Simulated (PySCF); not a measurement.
# Heteronuclear NMR

Molfile (atoms numbered from 1):
```
C4H5F3OSi
     RDKit          3D

 14 14  0  0  0  0  0  0  0  0999 V2000
   -1.4953    1.6172   -1.2508 C   0  0  0  0  0  0  0  0  0  0  0  0
   -1.2086    0.6795   -0.3731 C   0  0  0  0  0  0  0  0  0  0  0  0
   -1.4018   -0.9899    0.4246 Si  0  0  0  0  0  4  0  0  0  0  0  0
   -0.0129    0.3347    0.4708 C   0  0  1  0  0  0  0  0  0  0  0  0
    1.2243    0.2026   -0.2705 O   0  0  0  0  0  0  0  0  0  0  0  0
    2.0734   -0.6391    0.2485 C   0  0  0  0  0  0  0  0  0  0  0  0
    3.2056   -0.6478   -0.4487 F   0  0  0  0  0  0  0  0  0  0  0  0
    2.4096   -0.3761    1.5295 F   0  0  0  0  0  0  0  0  0  0  0  0
    1.6370   -1.9245    0.2770 F   0  0  0  0  0  0  0  0  0  0  0  0
   -2.4276    1.6249   -1.7926 H   0  0  0  0  0  0  0  0  0  0  0  0
   -0.8108    2.4273   -1.4573 H   0  0  0  0  0  0  0  0  0  0  0  0
   -1.2025   -2.1630   -0.4001 H   0  0  0  0  0  0  0  0  0  0  0  0
   -2.1405   -1.0989    1.6688 H   0  0  0  0  0  0  0  0  0  0  0  0
    0.1494    0.9526    1.3517 H   0  0  0  0  0  0  0  0  0  0  0  0
  1  2  2  0
  2  3  1  0
  3  4  1  0
  4  5  1  0
  5  6  1  0
  6  7  1  0
  6  8  1  0
  6  9  1  0
  4  2  1  0
  1 10  1  0
  1 11  1  0
  3 12  1  0
  3 13  1  0
  4 14  1  1
M  END
```

- GFN2-xTB geometry
- NMR shieldings at PBE0/pcSseg-1/GIAO
- code: PySCF 2.14
- in vacuum, one computed conformer, non-relativistic Hamiltonian, equivalent nuclei averaged

(1) What are the ¹⁹F shifts?

(2) Where does ²⁹Si resonate?

(3) Where does ¹⁷O resonate?

## Answers

(1) 
| atoms | environment | σ (ppm) | δ (ppm) |
| --- | --- | --- | --- |
| F7/F8/F9 | fluorine of an OCF3 group | 245.7 | -61.0 |

Shieldings were converted by a linear fit to measured shifts: ¹⁹F: δ = 146.13 − 0.903σ +14.6 on sp3 carbon (rms 6.0 ppm, 223 shifts, 7.0 ppm with the 5 outliers that the fit left out vs CFCl3, solution or neat liquid). A few per cent of atoms miss by over 2 rms, more outside the fitted compound classes.

On a 400 MHz spectrometer ¹⁹F resonates near 376.4 MHz, so 1 ppm is 376.4 Hz.

(2) 
| atoms | environment | σ (ppm) | δ (ppm) |
| --- | --- | --- | --- |
| Si3 | silicon bonded to 2 C, 2 H, in a 3-membered ring | 479.1 | -113.8 |

Shieldings were converted by a linear fit to measured shifts: ²⁹Si (scatter 8.9 ppm rms, 25.8 ppm with the 6 outliers that the fit left out vs TMS, solution or neat liquid). Occasional misses reach two or three times the rms, and more in compound classes unlike the fitted ones.

On a 600 MHz spectrometer ²⁹Si resonates near 119.2 MHz, so 1 ppm is 119.2 Hz.

(3) 
```tsv
atoms	environment	σ (ppm)	δ (ppm)
O5	ether oxygen	218.8	67.4
```

Shieldings were converted by a linear fit to measured shifts: ¹⁷O: δ = 266.70 − 0.911σ (rms 10.7 ppm, 155 shifts, 12.2 ppm with the 3 outliers that the fit left out vs liquid water, solution or neat liquid). Occasional misses reach two or three times the rms, and more in compound classes unlike the fitted ones.

On a 400 MHz spectrometer ¹⁷O resonates near 54.2 MHz, so 1 ppm is 54.2 Hz.
